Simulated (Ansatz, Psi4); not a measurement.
Psi4 was given this input:
```
memory 2 GB

molecule mol {
-1 2
  O    -0.000000   -0.000000   -0.670672
  O     0.000000    0.000000    0.670672
}

set basis aug-cc-pvdz
set reference uks
set scf_type pk
set puream true
set d_convergence 1e-8
set dft_radial_points 99
set dft_spherical_points 590

energy('b97m-v')
print_variables()
```

Convert this to an input for Ansatz (a quantum-chemistry and plane-wave program).

One answer among several that fit: 
Ansatz 0.2 input:
```yaml
crystal:
  periodic: [false, false, false]
  atoms:
    - {symbol: O, position_ang: [-0.00000000, -0.00000000, -0.67067238]}
    - {symbol: O, position_ang: [0.00000000, 0.00000000, 0.67067238]}
basis:
  gaussian:
    orbitals: aug-cc-pVDZ
hamiltonian:
  xc: {name: B97M-V}
total_charge: -1
magnetization: {spin_polarized: true, initial_magnetization: 1}
accuracy: high
```

Both were run: Psi4 gave -150.315088 Eh and Ansatz -150.315088 Eh, 0.000 mEh apart.
